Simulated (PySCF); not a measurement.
Vertical excitations of a molecule CH5ClFNSi from TDDFT-PBE/def2-SVPD in PySCF, as energy in eV (oscillator strength): 6.35 (0.027), 6.49 (0.065), 6.70 (0.010), 6.77 (0.006), 6.88 (0.008), 7.19 (0.005), 7.34 (0.021), 7.37 (0.035), 7.44 (0.039), 7.69 (0.013). Lowest triplet (TDA): 5.93 eV. Geometry: B3LYP-D3(BJ)/def2-SVP. Other conformers were not sampled.

### Question
Identify the compound among the candidates.
A) N[Si@@H](Cl)CF
B) CN[Si@H](F)Cl
C) C[Si@@](N)(F)Cl
D) NC[Si@H](F)Cl

### Answer
A, N[Si@@H](Cl)CF
